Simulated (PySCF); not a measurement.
Coordinates in bohr (charge 0 multiplicity 1):
```
Ge    0.0000    0.0000    0.0000
F     1.8727    1.8727    1.8727
F    -1.8727    1.8727   -1.8727
F     1.8727   -1.8727   -1.8727
F    -1.8727   -1.8727    1.8727
```

Computed with PySCF, PBE, basis Ge def2-TZVP, F def2-TZVP (no relativity, density fitting).

This geometry of GeF₄ is a stationary point at this level.

What is the point group?

Td.

Is it a minimum?

Yes: all harmonic wavenumbers are real.

Give the ideal-gas entropy at 298.15 K and 1 bar by parts.

translation 171.3, rotation 90.3, vibration 44.7, spin 0.0; total 306.4 J/(mol K).

What is the atomisation energy, with and without zero-point energy?

1959 kJ/mol without, 1935 kJ/mol with.
